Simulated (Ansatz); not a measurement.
System: SiNH3F, charge 0, doublet. SiNH3F (SMILES F[SiH2][NH], doublet).
B3LYP-D3(BJ)/def2-TZVP minimum from Ansatz (a quantum-chemistry and plane-wave program):
```xyz
6

Si     0.0951    -0.3835     0.1858
F     -1.3279     0.3534     0.3021
N      1.2921     0.4378    -0.7466
H      0.6381    -0.5209     1.5526
H     -0.1321    -1.6895    -0.4657
H      1.0694     1.3338    -1.1805
```
Charge 0, spin multiplicity 2.

Total energies in hartree (Ansatz). UHF or UKS for unpaired electrons; spin-orbit terms are left out. Cores are frozen in correlated methods. No relativity. For partners of very few electrons the exact lower level stands in for a higher one.

```tsv
species	HF/cc-pV(T+d)Z	CCSD(T)/cc-pV(T+d)Z	HF/cc-pV(Q+d)Z	CCSD(T)/cc-pV(Q+d)Z	CCSD(T)/cc-pV(D+d)Z	CCSDT(Q)/cc-pV(D+d)Z
1: SiNH3F (SMILES [NH][SiH2]F, doublet)	-444.68796	-445.27824	-444.70621	-445.34148	-445.07110	-445.07288
2: Si (triplet)	-288.85649	-288.93344	-288.85845	-288.93781	-288.91643	-288.91690
3: F (doublet)	-99.40552	-99.62036	-99.41377	-99.65026	-99.52757	-99.52776
4: N (quartet)	-54.40069	-54.51471	-54.40372	-54.52482	-54.47850	-54.47866
5: H (doublet)	-0.49981	-0.49981	-0.49995	-0.49995	-0.49928	-0.49928
```

**Question.** Work out the atomisation energy (electronic, to ground-state atoms) in kcal/mol: take Hartree-Fock from cc-pV(Q+d)Z, extrapolate the CCSD(T) correlation energy as X^-3 (X = 3, 4), and add CCSDT(Q) - CCSD(T) in cc-pV(D+d)Z. 1 hartree = 627.51 kcal/mol.

**Answer.** 
Species 1: correlation (64·(-0.63527) - 27·(-0.59028))/37 = -0.66810; step -0.00178; E1 = -444.70621 + (-0.66810) + (-0.00178) = -445.37609
Species 2: correlation (64·(-0.07936) - 27·(-0.07695))/37 = -0.08112; step -0.00047; E2 = -288.85845 + (-0.08112) + (-0.00047) = -288.94004
Species 3: correlation (64·(-0.23649) - 27·(-0.21484))/37 = -0.25229; step -0.00019; E3 = -99.41377 + (-0.25229) + (-0.00019) = -99.66625
Species 4: correlation (64·(-0.12110) - 27·(-0.11402))/37 = -0.12627; step -0.00016; E4 = -54.40372 + (-0.12627) + (-0.00016) = -54.53015
Species 5: correlation (64·(0.00000) - 27·(0.00000))/37 = 0.00000; step +0.00000; E5 = -0.49995 + (0.00000) + (+0.00000) = -0.49995
-1·E1 +1·E2 +1·E3 +1·E4 +3·E5 = 0.73980 hartree = 464.2 kcal/mol.
